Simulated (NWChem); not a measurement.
System: ScH2O2F; SMILES [Sc]([OH])([OH])[F]

The following NWChem deck was run.

```
start job
memory heap 200 mb stack 900 mb global 1100 mb
geometry units angstroms noautoz
  Sc     0.004610     0.011740     0.000002
  F      1.838278     0.164895    -0.000002
  O     -0.726894    -1.691856     0.000002
  H     -1.369851    -2.400745     0.000002
  O     -1.046763     1.533853     0.000002
  H     -1.440505     2.405904     0.000002
end
basis spherical
  * library def2-svp
end
dft
  xc xpbe96 cpbe96
  iterations 150
  vectors input atomic output neutral.movecs
end
task dft energy
charge 1
dft
  odft
  mult 2
  vectors input atomic output cation.movecs
end
task dft energy
```

Output (shortened):

```
             Northwest Computational Chemistry Package (NWChem) 7.3.0
             --------------------------------------------------------

 CS  symmetry detected

                             Geometry "geometry" -> ""
                             -------------------------

 Output coordinates in angstroms (scale by  1.889725989 to convert to a.u.)

  No.       Tag          Charge          X              Y              Z
 ---- ---------------- ---------- -------------- -------------- --------------
    1 Sc                  21.0000     0.01214398    -0.00140573     0.00000000
    2 F                    9.0000     1.81943692    -0.34707471     0.00000000
    3 O                    8.0000    -1.15060192    -1.44548308     0.00000000
    4 H                    1.0000    -1.96052878    -1.95532208     0.00000000
    5 O                    8.0000    -0.59110266     1.74739576     0.00000000
    6 H                    1.0000    -0.73579049     2.69321347     0.00000000

 Effective nuclear repulsion energy (a.u.)     206.1563664222

      Symmetry information
      --------------------

 Group name             Cs
 Group number              2
 Group order               2
 No. of unique centers     6

  pbe96 is a nonlocal functional; adding pw91lda local functional.

                                 NWChem DFT Module
                                 -----------------

 Summary of "ao basis" -> "ao basis" (spherical)
 ------------------------------------------------------------------------------
       Tag                 Description            Shells   Functions and Types
 ---------------- ------------------------------  ------  ---------------------
 Sc                         def2-svp                11       31   5s3p2d1f
 F                          def2-svp                 6       14   3s2p1d
 O                          def2-svp                 6       14   3s2p1d
 H                          def2-svp                 3        5   2s1p

      Symmetry analysis of basis
      --------------------------

        a'         59
        a"         24

            General Information
            -------------------
          SCF calculation type: DFT
          Wavefunction type:  closed shell.
          No. of atoms     :     6
          No. of electrons :    48
           Alpha electrons :    24
            Beta electrons :    24
          Charge           :     0
          Spin multiplicity:     1
          Use of symmetry is: on ; symmetry adaption is: on
          Maximum number of iterations: 150
          AO basis - number of functions:    83
                     number of shells:    35
          Convergence on energy requested:  1.00D-06
          Convergence on density requested:  1.00D-05
          Convergence on gradient requested:  5.00D-04

              XC Information
              --------------
          PerdewBurkeErnzerhof Exchange Functional  1.000
            Perdew 1991 LDA Correlation Functional  1.000 local
           PerdewBurkeErnz. Correlation Functional  1.000 non-local

             Grid Information
             ----------------
          Grid used for XC integration:  medium
          Radial quadrature: Mura-Knowles
          Angular quadrature: Lebedev.
          Tag              B.-S. Rad. Rad. Pts. Rad. Cut. Ang. Pts.
          ---              ---------- --------- --------- ---------
          Sc                  1.60      112          10.0       590
          F                   0.50       49          11.0       434
          O                   0.60       49          11.0       434
          H                   0.35       45          12.0       434
          Grid pruning is: on
          Number of quadrature shells:   349
          Spatial weights used:  Erf1

      Superposition of Atomic Density Guess
      -------------------------------------

 Sum of atomic energies:       -1009.30525171

      Non-variational initial energy
      ------------------------------

 Total energy =   -1009.361989
 1-e energy   =   -1795.652862
 2-e energy   =     580.134506
 HOMO         =      -0.518386
 LUMO         =      -0.097909

      Symmetry analysis of molecular orbitals - initial
      -------------------------------------------------

  Numbering of irreducible representations:

     1 a'          2 a"

  Orbital symmetries:

     1 a'          2 a'          3 a'          4 a'          5 a'
     6 a'          7 a'          8 a"          9 a'         10 a'
    11 a'         12 a'         13 a"         14 a'         15 a'
    16 a'         17 a'         18 a"         19 a'         20 a'
    21 a"         22 a'         23 a"         24 a'         25 a'
    26 a'         27 a'         28 a"         29 a"         30 a"
    31 a'         32 a'         33 a'         34 a'

   convergence    iter        energy       DeltaE   RMS-Dens  Diis-err
 ---------------- ----- ----------------- --------- --------- ---------
 d= 0,ls=0.0,diis     1  -1011.3152764757 -1.22D+03  5.69D-02  2.41D+00
 d= 0,ls=0.0,diis     2   -997.7942016391  1.35D+01  4.72D-02  1.24D+02
 d= 0,ls=0.0,diis     3  -1011.4689562109 -1.37D+01  7.60D-03  1.97D+00
 d= 0,ls=0.0,diis     4  -1011.6115219141 -1.43D-01  2.87D-03  2.79D-01
 d= 0,ls=0.0,diis     5  -1011.6383747916 -2.69D-02  1.92D-03  6.33D-02
  Resetting Diis
 d= 0,ls=0.0,diis     6  -1011.6452214237 -6.85D-03  6.45D-04  1.18D-02
 d= 0,ls=0.0,diis     7  -1011.6463397262 -1.12D-03  2.33D-04  1.60D-04
 d= 0,ls=0.0,diis     8  -1011.6462540765  8.56D-05  1.87D-04  9.49D-04
 d= 0,ls=0.0,diis     9  -1011.6463542317 -1.00D-04  2.61D-05  1.49D-05
 d= 0,ls=0.0,diis    10  -1011.6463555637 -1.33D-06  9.60D-06  2.60D-06
 d= 0,ls=0.0,diis    11  -1011.6463558179 -2.54D-07  1.99D-06  5.67D-08

         Total DFT energy =    -1011.646355817893
      One electron energy =    -1802.545061275989
           Coulomb energy =      651.828753749365
    Exchange-Corr. energy =      -67.086414713511
 Nuclear repulsion energy =      206.156366422242

 Numeric. integr. density =       47.999997335392

                  Occupations of the irreducible representations
                  ----------------------------------------------

                     irrep           alpha         beta
                     --------     --------     --------
                     a'               19.0         19.0
                     a"                5.0          5.0

                       DFT Final Molecular Orbital Analysis
                       ------------------------------------

 Vector   22  Occ=2.000000D+00  E=-2.489859D-01  Symmetry=a"
              MO Center= -8.9D-01, -2.9D-01, -1.5D-15, r^2= 3.0D+00
   Bfn.  Coefficient  Atom+Function         Bfn.  Coefficient  Atom+Function
  ----- ------------  ---------------      ----- ------------  ---------------
    51      0.478560  3 O  pz                70      0.355929  5 O  pz
    54      0.353833  3 O  pz                73      0.262909  5 O  pz
    14      0.162885  1 Sc pz                11     -0.136933  1 Sc pz
    18      0.112317  1 Sc d  1              23      0.065395  1 Sc d  1
    37     -0.063534  2 F  pz                40      0.043457  2 F  pz

 Vector   23  Occ=2.000000D+00  E=-2.483095D-01  Symmetry=a'
              MO Center= -6.0D-01,  6.2D-01, -3.9D-16, r^2= 3.2D+00
   Bfn.  Coefficient  Atom+Function         Bfn.  Coefficient  Atom+Function
  ----- ------------  ---------------      ----- ------------  ---------------
    68      0.466159  5 O  px                71      0.343727  5 O  px
    50     -0.286243  3 O  py                53     -0.207856  3 O  py
     9     -0.186018  1 Sc px                35      0.169605  2 F  px
    49      0.153006  3 O  px                12      0.145136  1 Sc px
    38     -0.134169  2 F  px                52      0.115252  3 O  px

 Vector   24  Occ=2.000000D+00  E=-2.383953D-01  Symmetry=a'
              MO Center= -7.7D-01, -3.8D-01, -1.7D-16, r^2= 3.2D+00
   Bfn.  Coefficient  Atom+Function         Bfn.  Coefficient  Atom+Function
  ----- ------------  ---------------      ----- ------------  ---------------
    50      0.388825  3 O  py                68      0.348301  5 O  px
    53      0.303687  3 O  py                49     -0.300760  3 O  px
    71      0.267313  5 O  px                52     -0.215793  3 O  px
    36      0.160146  2 F  py                39     -0.117621  2 F  py
    15      0.094853  1 Sc d -2              13      0.076995  1 Sc py

 Vector   25  Occ=0.000000D+00  E=-7.907143D-02  Symmetry=a'
              MO Center=  2.0D-02,  8.5D-03, -1.1D-15, r^2= 2.9D+00
   Bfn.  Coefficient  Atom+Function         Bfn.  Coefficient  Atom+Function
  ----- ------------  ---------------      ----- ------------  ---------------
    17      0.575554  1 Sc d  0               4      0.501440  1 Sc s
     3     -0.318677  1 Sc s                 22      0.309616  1 Sc d  0
     5      0.259473  1 Sc s                  2      0.063288  1 Sc s
    38     -0.059363  2 F  px                80     -0.055353  6 H  s
    61     -0.050287  4 H  s                 33     -0.041791  2 F  s

 Vector   26  Occ=0.000000D+00  E=-2.864516D-02  Symmetry=a"
              MO Center=  8.5D-02, -1.6D-02,  1.8D-15, r^2= 1.2D+00
   Bfn.  Coefficient  Atom+Function         Bfn.  Coefficient  Atom+Function
  ----- ------------  ---------------      ----- ------------  ---------------
    18      0.787494  1 Sc d  1              23      0.342523  1 Sc d  1
    37     -0.206881  2 F  pz                40      0.175365  2 F  pz
    16      0.141446  1 Sc d -1              51     -0.106965  3 O  pz
    70     -0.105619  5 O  pz                54     -0.102477  3 O  pz
    73     -0.101794  5 O  pz                21      0.059745  1 Sc d -1

 Vector   27  Occ=0.000000D+00  E=-2.289084D-02  Symmetry=a"
              MO Center= -8.6D-02,  2.0D-02, -6.3D-14, r^2= 1.3D+00
   Bfn.  Coefficient  Atom+Function         Bfn.  Coefficient  Atom+Function
  ----- ------------  ---------------      ----- ------------  ---------------
    16      0.782354  1 Sc d -1              21      0.347574  1 Sc d -1
    70     -0.196304  5 O  pz                51      0.195100  3 O  pz
    73     -0.192054  5 O  pz                54      0.190259  3 O  pz
    18     -0.138698  1 Sc d  1              23     -0.062031  1 Sc d  1

     Multipole analysis of the density
     ---------------------------------

     L   x y z        total         alpha         beta         nuclear
     -   - - -        -----         -----         ----         -------
     0   0 0 0     -0.000000    -24.000000    -24.000000     48.000000

     1   1 0 0     -0.890896     -0.445448     -0.445448     -0.000000
     1   0 1 0      0.378881      0.189441      0.189441     -0.000000
     1   0 0 1     -0.000000     -0.000000     -0.000000      0.000000

     2   2 0 0    -25.952068    -97.909533    -97.909533    169.866998
     2   1 1 0      1.884735     -1.218883     -1.218883      4.322501
     2   1 0 1      0.000000      0.000000      0.000000      0.000000
     2   0 2 0    -20.903650   -105.626722   -105.626722    190.349793
     2   0 1 1      0.000000      0.000000      0.000000      0.000000
     2   0 0 2    -21.155107    -10.577553    -10.577553      0.000000

                                 NWChem DFT Module
                                 -----------------

      Symmetry analysis of basis
      --------------------------

        a'         59
        a"         24

            General Information
            -------------------
          SCF calculation type: DFT
          Wavefunction type:  spin polarized.
          No. of atoms     :     6
          No. of electrons :    47
           Alpha electrons :    24
            Beta electrons :    23
          Charge           :     1
          Spin multiplicity:     2
          Use of symmetry is: on ; symmetry adaption is: on
          Maximum number of iterations: 150
          AO basis - number of functions:    83
                     number of shells:    35
          Convergence on energy requested:  1.00D-06
          Convergence on density requested:  1.00D-05
          Convergence on gradient requested:  5.00D-04

              XC Information
              --------------
          PerdewBurkeErnzerhof Exchange Functional  1.000
            Perdew 1991 LDA Correlation Functional  1.000 local
           PerdewBurkeErnz. Correlation Functional  1.000 non-local

             Grid Information
             ----------------
          Grid used for XC integration:  medium
          Radial quadrature: Mura-Knowles
          Angular quadrature: Lebedev.
          Tag              B.-S. Rad. Rad. Pts. Rad. Cut. Ang. Pts.
          ---              ---------- --------- --------- ---------
          Sc                  1.60      112          10.0       590
          F                   0.50       49          11.0       434
          O                   0.60       49          11.0       434
          H                   0.35       45          12.0       434
          Grid pruning is: on
          Number of quadrature shells:   349
          Spatial weights used:  Erf1

      Superposition of Atomic Density Guess
      -------------------------------------

 Sum of atomic energies:       -1009.30525171

 Renormalizing density from      48.00 to     47

      Non-variational initial energy
      ------------------------------

 Total energy =    -995.873031
 1-e energy   =   -1758.243427
 2-e energy   =     556.214030
 HOMO         =      -0.831959
 LUMO         =      -0.363392

   Symmetry analysis of molecular orbitals - initial alpha
   -------------------------------------------------------

  Numbering of irreducible representations:

     1 a'          2 a"

  Orbital symmetries:

     1 a'          2 a'          3 a'          4 a'          5 a'
     6 a'          7 a'          8 a"          9 a'         10 a'
    11 a'         12 a"         13 a'         14 a'         15 a'
    16 a'         17 a'         18 a'         19 a"         20 a'
    21 a'         22 a"         23 a"         24 a'         25 a'
    26 a"         27 a"         28 a'         29 a'         30 a'
    31 a"         32 a'         33 a'         34 a'

   Symmetry analysis of molecular orbitals - initial beta
   ------------------------------------------------------

  Numbering of irreducible representations:

     1 a'          2 a"

  Orbital symmetries:

     1 a'          2 a'          3 a'          4 a'          5 a'
     6 a'          7 a'          8 a"          9 a'         10 a'
    11 a'         12 a"         13 a'         14 a'         15 a'
    16 a'         17 a'         18 a'         19 a"         20 a'
    21 a'         22 a"         23 a"         24 a'         25 a'
    26 a"         27 a"         28 a'         29 a'         30 a'
    31 a"         32 a'         33 a'         34 a'

[...]
```

Level: PBE/def2-SVP, vertical spin-unrestricted ions. Structure relaxed at the PBE0/def2-SVP level.
